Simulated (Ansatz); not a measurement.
A trace of molecular dynamics of CH5BFN (9 atoms, charge 0, multiplicity 1).

All numbers below come from Ansatz, RKS PBE/def2-SVP.

```
ensemble                      : NVE (velocity Verlet)
starting velocities drawn for : 3000 K
seed                          : 56951
```

| time (fs) | T (K) | potential energy less start (eV) | conserved less start (meV/atom) |
| --- | --- | --- | --- |
| 0.0 | 3000 | 0.000 | 0.00 |
| 4.0 | 2518 | 2.268 | 203.56 |
| 8.0 | 1234 | 3.397 | 199.95 |
| 12.0 | 1542 | 2.747 | 158.59 |
| 16.0 | 1180 | 2.985 | 148.66 |
| 20.0 | 2161 | 1.712 | 105.86 |
| 24.0 | 10952 | 5.071 | 1362.85 |
| 28.0 | 6451 | 9.204 | 1369.59 |
| 32.0 | 6994 | 8.361 | 1330.56 |
| 36.0 | 17155 | 11.142 | 2661.08 |
| 40.0 | 13826 | 13.865 | 2629.03 |
| 44.0 | 13740 | 13.870 | 2620.81 |
| 48.0 | 13371 | 14.279 | 2629.25 |
| 52.0 | 13796 | 13.890 | 2628.73 |
| 56.0 | 14251 | 13.625 | 2645.01 |
| 60.0 | 14233 | 13.604 | 2640.83 |
| 64.0 | 14802 | 12.956 | 2626.08 |
| 68.0 | 15115 | 12.532 | 2610.36 |
| 72.0 | 14937 | 12.864 | 2629.44 |
| 76.0 | 15561 | 12.217 | 2620.31 |
| 80.0 | 15053 | 12.672 | 2619.75 |

Problem. Is this trajectory sound?

Solution. The conserved energy changed by up to 2700 meV per atom, so the integration failed: the time step of 2 fs is too long for the fastest motions that this run met, and the later frames carry no physical meaning.

The run took 120 s on 1 thread of AMD EPYC 7R43 64-Core Processor (Zen 3) (shared host), peak memory 0.18 GiB.
